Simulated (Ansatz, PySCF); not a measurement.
BrH3PbSi, SMILES [SiH3][Pb][Br] (connectivity only; charge and spin as stated), neutral, multiplicity 1. Atoms are numbered in the order given.

```xyz
6

Pb     0.5937     0.5118     0.0000
Br    -0.4657    -1.9069     0.0000
Si    -1.9510     1.5557     0.0000
H     -2.6843     1.0709     1.2138
H     -2.6843     1.0709    -1.2138
H     -2.0090     3.0561     0.0000
```

The structure is a stationary point at PBE0-D3(BJ)/def2-SVP. The structure was generated by enumeration; whether it is a known compound was not checked. The def2 effective core potentials stand for the cores of Pb; spin–orbit coupling is left out.

Two levels are set side by side: PBE-D3(BJ)/def2-SVP (Ansatz, a first-principles code) and PBE0-D3(BJ)/def2-SVP (Ansatz). Each level has its own optimised geometry; the coordinates shown are those of the second. Frequencies come from the Hessian of PySCF at each geometry. Differences are taken from unrounded values.

| quantity | PBE0-D3(BJ) |
|---|---|
| mean bond length (Å) | 1.978 |
| bond Pb1–Br2 (Å) | 2.640 |
| bond Pb1–Si3 (Å) | 2.750 |
| bond Si3–H4 (Å) | 1.499 |
| bond Si3–H5 (Å) | 1.499 |
| bond Si3–H6 (Å) | 1.501 |
| highest harmonic wavenumber (cm⁻¹) | 2212 |
| mean harmonic wavenumber (cm⁻¹) | 887 |
| zero-point energy (kcal/mol) | 15.22 |

**Question.** What does PBE-D3(BJ) give, and how far is it from PBE0-D3(BJ)? (An estimate is asked for; the answer gives what the named calculation found.)

**Answer.** 
```json
[
 {"quantity": "mean bond length (Å)", "PBE-D3(BJ)": "1.994", "PBE-D3(BJ) minus PBE0-D3(BJ)": "0.016"},
 {"quantity": "bond Pb1–Br2 (Å)", "PBE-D3(BJ)": "2.660", "PBE-D3(BJ) minus PBE0-D3(BJ)": "0.020"},
 {"quantity": "bond Pb1–Si3 (Å)", "PBE-D3(BJ)": "2.775", "PBE-D3(BJ) minus PBE0-D3(BJ)": "0.025"},
 {"quantity": "bond Si3–H4 (Å)", "PBE-D3(BJ)": "1.510", "PBE-D3(BJ) minus PBE0-D3(BJ)": "0.011"},
 {"quantity": "bond Si3–H5 (Å)", "PBE-D3(BJ)": "1.510", "PBE-D3(BJ) minus PBE0-D3(BJ)": "0.011"},
 {"quantity": "bond Si3–H6 (Å)", "PBE-D3(BJ)": "1.513", "PBE-D3(BJ) minus PBE0-D3(BJ)": "0.011"},
 {"quantity": "highest harmonic wavenumber (cm⁻¹)", "PBE-D3(BJ)": "2139", "PBE-D3(BJ) minus PBE0-D3(BJ)": "-73"},
 {"quantity": "mean harmonic wavenumber (cm⁻¹)", "PBE-D3(BJ)": "854", "PBE-D3(BJ) minus PBE0-D3(BJ)": "-33"},
 {"quantity": "zero-point energy (kcal/mol)", "PBE-D3(BJ)": "14.64", "PBE-D3(BJ) minus PBE0-D3(BJ)": "-0.57"}
]
```

GGA bonds tend to be longer and softer than those of functionals with exact exchange. Differences between two approximate levels are no errors against the true value.
